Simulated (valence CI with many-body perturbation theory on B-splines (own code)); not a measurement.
The numbers below are computed, except where a source is named.
**I XIV: what each term of the Hamiltonian does**

Level of theory: valence CI with perturbative core correlation (CI+MBPT): four valence electrons over a frozen Dirac-Fock core [Kr], radial functions for each j: 9 s, 9 p, 10 d, 8 f, 5 g, 3 h, 1 i, with the one-electron correlation potential Σ1 (screened to all orders), the two-electron term Σ2, the three-electron term Σ3, Breit, model QED; selected single and double excitations, second order for the rest (own B-spline code, finite nucleus).

No measured levels were compared; by estimate terms of the open shell hold to 2 to 4 % of their energy, and close levels can change places. Core correlation moves these levels by up to 7000 cm⁻¹, and in measured spectra 5 to 20 % of such shifts remained as error; rates that hang on mixing are uncertain with them. Only levels of the ground parity were solved; by the run's estimate the other parity begins above the list, which can be wrong where configurations are misplaced.

Each rung adds one term. CI alone is the Dirac-Coulomb CI over the frozen core; QED comes last and gives the full result, which names the levels. Energies are above 4d⁴ ⁵D_0 on the same rung, in cm⁻¹.

Names give the largest LS component (configuration and term), which can be under half, so a name can repeat, a term be missing and a line seem to break the LS rules; names also repeat where a configuration has a term twice. Letters in brackets count levels of one name in rising energy.

```
       Level  CI alone    Σ1     Σ2     Σ3  Breit   QED    Full
    4d⁴ ⁵D_1      6208  +221    -13   +202   -367   +36    6287
    4d⁴ ⁵D_2     12311  +370    -15   +236   -631   +59   12331
    4d⁴ ⁵D_3     17591  +454    -37   +187   -794   +71   17472
    4d⁴ ⁵D_4     21874  +472   -129    +58   -858   +71   21488
4d⁴ ³P_0 [a]     34434  +351   +936   -674   -481   +51   34617
    4d⁴ ³H_4     39965  +392  -2667   -682   -618   +50   36439
    4d⁴ ³G_3     47056  +444  -2029  -1035   -615   +56   43878
    4d⁴ ³H_5     49153  +572  -3259   -639   -924   +74   44977
4d⁴ ³F_2 [a]     48193  +428   -847   -847   -592   +56   46392
4d⁴ ³P_1 [a]     46974  +529   +648   -552   -758   +75   46916
    4d⁴ ³H_6     53607  +633  -3646   -616  -1090   +80   48967
    4d⁴ ³G_4     56808  +703  -2170   -899  -1040   +92   53496
4d⁴ ³P_2 [a]     58745  +613   -856  -1087   -876   +81   56620
4d⁴ ³F_4 [a]     60572  +655  -1869  -1154  -1074   +95   57226
4d⁴ ³F_3 [a]     62742  +680  -2088  -1206   -922   +85   59291
    4d⁴ ³D_3     66331  +652  -1815  -1396  -1045  +100   62827
    4d⁴ ³G_5     69680  +885  -2628  -1010  -1438  +125   65614
4d⁴ ³P_2 [b]     69595  +697   +236   -956  -1108  +107   68571
    4d⁴ ¹I_6     75337  +889  -4339   -895  -1441  +119   69671
    4d⁴ ³D_1     73515  +773  -1514  -1644  -1114  +112   70128
4d⁴ ¹G_4 [a]     83551  +948  -2290  -1705  -1348  +127   79282
4d⁴ ¹S_0 [a]     83288  +820  +1081  -2687  -1230  +122   81393
4d⁴ ³P_2 [c]     85888  +814  -1593  -1341  -1085  +107   82790
    4d⁴ ¹F_3     91444  +818  -2828  -1837  -1191  +111   86517
4d⁴ ³P_2 [d]     97781  +695   -949  -2083   -962   +95   94576
4d⁴ ³F_4 [b]    102459  +832   -641  -2005  -1284  +121   99483
4d⁴ ³F_2 [b]    106747  +950  -2013  -1893  -1345  +132  102578
4d⁴ ³F_3 [b]    108258  +918  -2013  -2132  -1275  +124  103880
4d⁴ ³P_1 [b]    109181  +888  -1456  -2136  -1177  +122  105424
4d⁴ ³P_0 [b]    114752  +954  -1482  -2490  -1239  +130  110624
4d⁴ ¹G_4 [b]    117498  +911  -2985  -2417  -1273  +118  111852
```

The middle columns are the shifts that each term adds.

**Question.** How does the ionisation energy move along the ladder, and which term matters most?

**Answer.** CI alone 303.98, + Σ1 306.05, + Σ2 307.81, + Σ3 307.86, + Breit 307.79, + QED 307.81 eV. The largest step is Σ1, 2.08 eV. NIST lists 307 ± 3 eV (theoretical).
